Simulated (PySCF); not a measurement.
Zn(F)(SH) (FHSZn), SMILES [F][Zn][SH].

Geometry: TPSSh-D3(BJ)/def2-TZVP. The values are those of a single conformer.

All values below come from TPSSh-D3(BJ)/def2-TZVP run with PySCF.

Frequencies are harmonic and unscaled.

Q: Estimate the vibrational spectrum. (The exact figures need the calculation; the answer reports its results.)

A: 
| mode | ν (cm⁻¹) | IR (km/mol) | moving atoms (share of kinetic energy) |
|---|---|---|---|
| 1 | 127 | 20.5 | F 43 %, Zn 40 %, S 15 % |
| 2 | 134 | 18.2 | F 43 %, Zn 41 %, S 16 % |
| 3 | 387 | 2.0 | S 67 %, Zn 15 %, F 15 % |
| 4 | 664 | 12.1 | H 73 %, F 17 % |
| 5 | 679 | 79.3 | F 52 %, Zn 23 %, H 21 % |
| 6 | 2674 | 1.0 | H 97 % |
